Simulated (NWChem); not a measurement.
# A calculation on ITl

SMILES: [I][Tl]
```xyz
2

Tl     0.0000     0.0000    -1.1460
I      0.0000     0.0000     1.7514
```
Charge 0, spin multiplicity 1.

Program: NWChem. The geometry was optimised at B3LYP/def2-SVP with def2 effective core potentials on I, Tl, a minimum by its harmonic frequencies.

Symmetry labels belong to the abelian group C2v used in the runs, with the axes of the coordinates shown; states degenerate in a higher group split over its labels.

Effective core potentials replace the inner electrons of I, Tl; spin-orbit coupling is left out. The structure started from a generated list of species.

Task: List the lowest 6 singlet excitations that CIS/def2-SVPD with def2 effective core potentials on I, Tl gives, with oscillator strengths.

Result: 
```json
[
 {"state": "1", "symmetry": "b2", "energy (eV)": "4.37", "wavelength (nm)": "284", "f": "0.043"},
 {"state": "2", "symmetry": "b1", "energy (eV)": "4.37", "wavelength (nm)": "284", "f": "0.043"},
 {"state": "3", "symmetry": "a1", "energy (eV)": "5.07", "wavelength (nm)": "244", "f": "0.000"},
 {"state": "4", "symmetry": "a2", "energy (eV)": "5.07", "wavelength (nm)": "244", "f": "0.000"},
 {"state": "5", "symmetry": "a2", "energy (eV)": "5.09", "wavelength (nm)": "244", "f": "0.000"},
 {"state": "6", "symmetry": "a1", "energy (eV)": "5.34", "wavelength (nm)": "232", "f": "0.010"}
]
```
